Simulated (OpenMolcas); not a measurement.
An OpenMolcas run meant for Pm2+ (ANO-RCC-VTZP, DKH4; inactive shells 1s 2s 2p 3s 3p 3d 4s 4p 4d 5s 5p; intended active space 5 electrons in 7 orbitals (4f)). One step of its input:

```
&CASPT2
Multistate=21 1 2 3 4 5 6 7 8 9 10 11 12 13 14 15 16 17 18 19 20 21
Frozen=14 9
IPEA=-0.5
Imaginary=0.1
MaxIter=60
WThr=0.0 0.3 0.05
PrWF=0.5
NoMix
```

The run finished. Its levels beside those of a sound run (MS-CASPT2, IPEA 0.25 Eh, imaginary shift 0.1 Eh (closed shells correlated: 5s 5p)), in cm-1 above each run's lowest level:

```
                Level  This run  Usual run
          4f5 6H* 5/2       0.0        0.0
          4f5 6H* 7/2       902        878
          4f5 6H* 9/2      1965       1919
         4f5 6H* 11/2      3121       3069
         4f5 6H* 13/2      4316       4282
         4f5 6H* 15/2      5537       5543
          4f5 6F* 1/2      1569       5922
          4f5 6F* 3/2      1813       6119
          4f5 6F* 5/2      2282       6549
          4f5 6F* 7/2      3018       7285
          4f5 6F* 9/2      4011       8321
         4f5 6F* 11/2      5164       9522
          4f5 4F* 3/2     14380      15297
4f5 4G* 7/2(1) [60 %]     15231      16793
```

Task: Which setting is unsound, and how much does it matter here?

Result: The IPEA shift is negative. Against the sound run the excited levels shown move by 2200 cm-1 on average and by 4400 cm-1 at most.

CASPT2 does not keep the components of a term degenerate, so their means are used; among the terms shown or strongly mixed into the levels shown the widest spread is 16000 cm-1 (4f5 6F*, this run). Over all roots computed the reference weight is 0.52 to 0.76 in this run; the roots of lowest weight are the least certain, and an intruder state may touch them. Blocks of more than 70 roots (2S+1 = 4 odd) ran without multistate coupling. High states are left out of the spin-orbit mixing, which shifts the levels that they would mix with. The CASPT2 spread within a term exceeds the gap to the next term for 4f5 6H* and 4f5 6F*, 4f5 6F* and 4f5 4G*(1), 4f5 4G*(1) and 4f5 4F*, so the order of their levels is uncertain, and so are names and mixing where such terms share a J (holds for this run). Levels of configurations outside the active space are missing.

A share in square brackets marks a mixed level and gives the weight of the term that names it, the lowest over the columns. A number in round brackets counts repeated terms of one configuration in the order of the reference energies. * marks odd parity.
